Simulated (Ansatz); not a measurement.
CH₄AlNSZn, relaxed with RKS PBE0-D4/def2-TZVP in Ansatz 0.2.0 from a GFN2-xTB geometry. The force threshold is 0.005 eV/Å; the program also tests the step.

The species carries charge 0 and has multiplicity 1.

Start:

```xyz
9

C     0.469    0.259    1.620
Al   -0.043   -0.068   -0.260
N    -1.084    0.423   -1.613
Zn   -0.338   -0.957   -2.749
S     1.084   -1.776   -1.259
H     0.699    1.315    1.784
H     1.348   -0.330    1.898
H    -0.342   -0.003    2.303
H    -1.793    1.137   -1.725
```

| step | energy (eV) | largest force (eV/Å) | largest move (Å) |
| --- | --- | --- | --- |
| 1 | -68431.6538 | 1.090 | 0.000 |
| 2 | -68431.7754 | 0.561 | 0.091 |
| 3 | -68431.8138 | 0.194 | 0.060 |
| 4 | -68431.8231 | 0.088 | 0.056 |
| 5 | -68431.8263 | 0.098 | 0.055 |
| 6 | -68431.8266 | 0.013 | 0.010 |
| 7 | -68431.8266 | 0.003 | 0.002 |

End:

```xyz
9

C     0.436    0.276    1.568
Al    0.105   -0.241   -0.276
N    -1.029    0.422   -1.496
Zn   -0.386   -0.868   -2.678
S     1.101   -1.897   -1.406
H     0.583    1.357    1.649
H     1.318   -0.223    1.973
H    -0.419    0.015    2.198
H    -1.709    1.160   -1.531
```

Run time 34 s (4 threads of an AMD EPYC 7B13 on a shared host); peak host memory 0.72 GiB.
